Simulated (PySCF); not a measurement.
Computed structure and properties of [Pb(OH)3(H2O)]+

System: [Pb(OH)3(H2O)]+ (singlet); start: template (C1). Method: PySCF 2.14.0, RKS PBE0, Pb def2-SVP with ECP60, O def2-SVP, H def2-SVP; non-relativistic Hamiltonian with scalar-relativistic core potentials where named; density fitting; no spin-orbit coupling.

Input of the relaxation:

```python
mol = gto.M(atom='''
Pb     0.01534    -0.01354     0.01444
O      1.12294     1.09406     1.12204
H      1.89004     1.36616     1.64164
O     -1.09226    -1.12114     1.12204
H     -1.85936    -1.39324     1.64164
O      1.12294    -1.12114    -1.09316
H      1.39504    -1.88824    -1.61276
O     -1.24326     1.24506    -1.24416
H     -1.26956     2.21446    -1.27046
H     -1.89826     0.95706    -1.89916''',
    basis={'Pb': 'def2-SVP', 'O': 'def2-SVP', 'H': 'def2-SVP'},
    ecp={'Pb': 'def2-SVP'},
    charge=1, spin=0)
mf = dft.RKS(mol, xc='PBE0')
mf.grids.atom_grid = (50, 194)
mf = mf.density_fit()  # fitting sets: Pb def2-universal-JKFIT, O def2-universal-JKFIT, H def2-universal-JKFIT
mf.conv_tol = 1e-08; mf.max_cycle = 55
mf.kernel(dm0)  # dm0: converged density of the start geometry
# quasi-Newton relaxation in Cartesian coordinates to a largest gradient under 0.00045 Eh/bohr, steps kept in the point group
```

Run from Python with OMP_NUM_THREADS=2; the lines above give its settings. Where DIIS fails, smearing, a level shift and second-order steps follow.
It took 8.1 min on 2 threads of Arm Neoverse V1, on a shared host, from the converged density of the start.

Course of the relaxation:

```json
{"step": "0", "energy above end (eV)": "2.5153", "largest force component within the symmetry (eV/Å)": "1.988"}
{"step": "1", "energy above end (eV)": "1.7988", "largest force component within the symmetry (eV/Å)": "1.600"}
{"step": "2", "energy above end (eV)": "0.9417", "largest force component within the symmetry (eV/Å)": "2.718"}
{"step": "3", "energy above end (eV)": "0.5487", "largest force component within the symmetry (eV/Å)": "1.581"}
{"step": "4", "energy above end (eV)": "0.3852", "largest force component within the symmetry (eV/Å)": "2.697"}
{"step": "5", "energy above end (eV)": "0.2817", "largest force component within the symmetry (eV/Å)": "1.777"}
{"step": "6", "energy above end (eV)": "0.1822", "largest force component within the symmetry (eV/Å)": "2.309"}
{"step": "7", "energy above end (eV)": "0.1820", "largest force component within the symmetry (eV/Å)": "1.584"}
{"step": "21", "energy above end (eV)": "0.0009", "largest force component within the symmetry (eV/Å)": "0.076"}
{"step": "22", "energy above end (eV)": "0.0005", "largest force component within the symmetry (eV/Å)": "0.045"}
{"step": "23", "energy above end (eV)": "0.0004", "largest force component within the symmetry (eV/Å)": "0.049"}
{"step": "24", "energy above end (eV)": "0.0002", "largest force component within the symmetry (eV/Å)": "0.027"}
{"step": "25", "energy above end (eV)": "0.0001", "largest force component within the symmetry (eV/Å)": "0.028"}
{"step": "26", "energy above end (eV)": "0.0000", "largest force component within the symmetry (eV/Å)": "0.023"}
```
(The steps between are left out.)

Relaxed geometry (C1):

```xyz
10

Pb    0.1445   -0.2793    0.1839
O     0.7415    1.4424    1.1119
H     1.7120    1.4923    1.1565
O    -1.3265   -1.5179    0.8677
H    -1.7386   -1.1483    1.6682
O     1.3261   -1.0256   -1.3035
H     1.1621   -1.9779   -1.4207
O    -1.1835    1.1843   -1.0348
H    -0.9954    2.1316   -0.9407
H    -1.6586    1.0381   -1.8663
```

```csv
contact,Å
Pb1–O2 (OH),2.045
Pb1–O4 (OH),2.041
Pb1–O6 (OH),2.041
Pb1–O8 (H2O),2.322
```

On the finer grid (75, 302):

The HOMO is -14.02 eV, the LUMO is -8.78 eV and the dipole about the centre of mass is 2.84 D. The set of Mulliken populations of Pb1 outside the core potential is s 3.24, p 7.24, d 10.29 and the D3(BJ) dispersion energy (not in the energies) is -0.154 eV.

```json
{"atom": "Pb1", "Mulliken (e)": "1.23", "Löwdin (e)": "0.96", "spin (e)": "0.00"}
{"atom": "O2", "Mulliken (e)": "-0.41", "Löwdin (e)": "-0.21", "spin (e)": "0.00"}
{"atom": "H3", "Mulliken (e)": "0.25", "Löwdin (e)": "0.12", "spin (e)": "0.00"}
{"atom": "O4", "Mulliken (e)": "-0.39", "Löwdin (e)": "-0.20", "spin (e)": "0.00"}
{"atom": "H5", "Mulliken (e)": "0.24", "Löwdin (e)": "0.12", "spin (e)": "0.00"}
{"atom": "O6", "Mulliken (e)": "-0.40", "Löwdin (e)": "-0.20", "spin (e)": "0.00"}
{"atom": "H7", "Mulliken (e)": "0.25", "Löwdin (e)": "0.12", "spin (e)": "0.00"}
{"atom": "O8", "Mulliken (e)": "-0.28", "Löwdin (e)": "0.02", "spin (e)": "0.00"}
{"atom": "H9", "Mulliken (e)": "0.26", "Löwdin (e)": "0.14", "spin (e)": "0.00"}
{"atom": "H10", "Mulliken (e)": "0.25", "Löwdin (e)": "0.14", "spin (e)": "0.00"}
```

No frequency check is given for this geometry.

Taking off one OH (charge -1, singlet; the rest: singlet) in vacuum, both parts rigid, costs 17.95 eV; the small basis without counterpoise inflates it. Most of it is the attraction of opposite charges; other ways to part are cheaper, and one spin state was tried for the rest.

Rigid scan of OH along the line from its metal:

(distance to O2 (Å), energy (eV)): (1.74, 1.527), (1.84, 0.570), (1.94, 0.121), (2.04, 0.000), (2.14, 0.086), (2.24, 0.297), (2.44, 0.889), (2.74, 1.828), (3.14, 2.830), (3.64, 3.649)

Taking off one H2O (charge 0, singlet; the rest: singlet) in vacuum, both parts rigid, costs 1.77 eV; the small basis without counterpoise inflates it.

Rigid scan of H2O along the line from its metal:

```csv
distance to O8 (Å),energy (eV)
2.02,0.533
2.12,0.201
2.22,0.043
2.32,0.000
2.42,0.027
2.52,0.098
2.72,0.296
3.02,0.612
3.42,0.952
3.92,1.235
```

One start shape was tried, so this needn't be the lowest isomer.
